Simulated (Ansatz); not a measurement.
Coupled-cluster run, `S[Si](S)(Cl)Cl`.

```yaml
crystal:
  periodic: [false, false, false]
  atoms:
    - {symbol: S, position_ang: [-1.568145, 0.438605, 1.202734]}
    - {symbol: Si, position_ang: [0.019370, 0.025112, -0.125642]}
    - {symbol: S, position_ang: [1.387351, -1.109540, 1.013206]}
    - {symbol: Cl, position_ang: [-0.551798, -1.036610, -1.777366]}
    - {symbol: Cl, position_ang: [0.800599, 1.776870, -0.834662]}
    - {symbol: H, position_ang: [-1.937957, 1.550395, 0.543512]}
    - {symbol: H, position_ang: [1.911880, -1.712831, -0.067681]}
basis:
  gaussian: {orbitals: def2-SVP}
correlation: {method: ccsd_t}
```

```sh
$ ansatz run in.yaml --threads 4 --pin off --events-out ev --progress --plain --max-ram 10444MiB
```

Output of Ansatz, abridged:

```
Functional definition: HF
912 factors; integrals over basis functions are off by at most 8.1e-4 eV
mean field evaluation 1: about -54521.3266 eV, gradient 2.3e1 eV
mean field evaluation 2: about -54521.3323 eV, gradient 2.3e1 eV
mean field evaluation 4: about -54523.2096 eV, gradient 2.5e0 eV
mean field evaluation 8: about -54523.2415 eV, gradient 9.2e-5 eV
mean field -54523.24152478 eV, -2003.6921688553 hartree, gradient 2.2e-6 eV, S^2 0.000000; 0 other end points of the search recorded, 0 dependent functions left out
25 core orbitals not correlated: weight in the atoms' cores, before any rotation towards them, 1.000 or more for the frozen orbitals, at most 0.000 for the correlated occupied ones
reference -54523.24152478 eV, -2003.6921688553 hartree; 16, 16 occupied and 59, 59 virtual orbitals, 912 factors
second order -16.79167785 eV of doubles, -0.00000000 eV of singles
cycle   1  -17.88164327 eV  change    -1.1e0 eV  update   8.7e-2
cycle   2  -18.27610624 eV  change   -3.9e-1 eV  update   2.5e-2
cycle   3  -18.34049026 eV  change   -6.4e-2 eV  update   1.0e-2
cycle   4  -18.33879457 eV  change    1.7e-3 eV  update   2.1e-3
cycle   5  -18.33802370 eV  change    7.7e-4 eV  update   6.5e-4
cycle   6  -18.33773376 eV  change    2.9e-4 eV  update   2.1e-4
cycle   7  -18.33768629 eV  change    4.7e-5 eV  update   7.1e-5
cycle   8  -18.33771330 eV  change   -2.7e-5 eV  update   1.9e-5
perturbative correction -0.49072376 eV, -0.0180337657 hartree
Total energy: -54542.06996184 eV, -2004.3841011549 hartree
```

It took 4 s on 4 threads of an Arm Neoverse N1 on a shared host, with 0.46 GiB of host memory at the peak.

MP2 recovers 89.2 % of the CCSD(T) correlation energy and the triples give 2.6 %; T1 = 0.0095.
